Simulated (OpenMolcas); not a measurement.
**P I: Slater's ratio, thermal populations, worked from levels**

```
Program             : OpenMolcas 26.06
Basis               : ANO-RCC-VTZP [5s4p2d1f]
Scalar Hamiltonian  : DKH2, point nucleus
Active space        : 3 electrons in 3 orbitals (3p)
State averaging     : 2S+1 = 4 odd, 1 root; 2S+1 = 2 odd, 8 roots
Spin-orbit coupling : RASSI with atomic mean-field integrals over the reference wave functions, term energies averaged over their components
```

Methods: CASSCF; SS-CASPT2, IPEA 0.25 Eh, imaginary shift 0.1 Eh (closed shells correlated: 2s 2p 3s). Measured levels: NIST Handbook of Basic Atomic Spectroscopic Data.

**Slater's ratio.** With one set of orbitals, p3 has 2D* - 4S* = 9 F2 and 2P* - 2D* = 6 F2 (F2 = F²/25), a ratio of 2/3. Term energies are centres of gravity, weighted by 2J + 1.

```csv
Source,2D* - 4S*,2P* - 4S*,F2 from the first,Ratio
CASSCF,15382,25432,1709,0.653
SS-CASPT2,12028,20301,1336,0.688
measured,11370,18740,1263,0.648
```

Energies in cm-1. A ratio away from 2/3 shows effects beyond one configuration with one set of orbitals, and in heavier atoms second-order spin-orbit shifts.

**Thermal populations.** Z = Σ (2J + 1) exp(-E/kT) with k = 0.695035 cm-1/K, over the levels below. No other level of either list lies under 55900 cm-1, which is above 7 kT at each temperature.

```csv
Level,2J + 1,SS-CASPT2,measured
3s2 3p3 4S* 3/2,4,0.0,0.0
3s2 3p3 2D* 3/2,4,12020,11361
3s2 3p3 2D* 5/2,6,12030,11377
3s2 3p3 2P* 1/2,2,20290,18723
3s2 3p3 2P* 3/2,4,20300,18748
```

```csv
T (K),"Z, SS-CASPT2","Z, measured levels","Ground level (%), SS-CASPT2","Ground level (%), measured levels"
5000,4.332,4.407,92.3,90.8
8000,5.306,5.500,75.4,72.7
```

At 8000 K, kT = 5560 cm-1, and the computed levels give Z = 4.000 + 0.460 + 0.689 + 0.052 + 0.104 = 5.306.

CASPT2 does not keep the components of a term degenerate, so their means are used; among the terms shown or strongly mixed into the levels shown the widest spread is 190 cm-1 (3s2 3p3 2D*, SS-CASPT2). With the s shell closed, the reference lacks s² → p² mixing. Without dynamic correlation excited terms often stand tens of per cent too high (terms of higher spin than the ground term too low), and those without a measured partner can miss by more than the paired ones (holds for CASSCF). Computed and measured levels are paired by configuration, term and J; levels that our copy of the source lacks, or whose pairing is in doubt (as where it misses far off the trend of its configuration), stay unpaired and out of the deviations. Only configurations of the active space appear.

* marks odd parity.
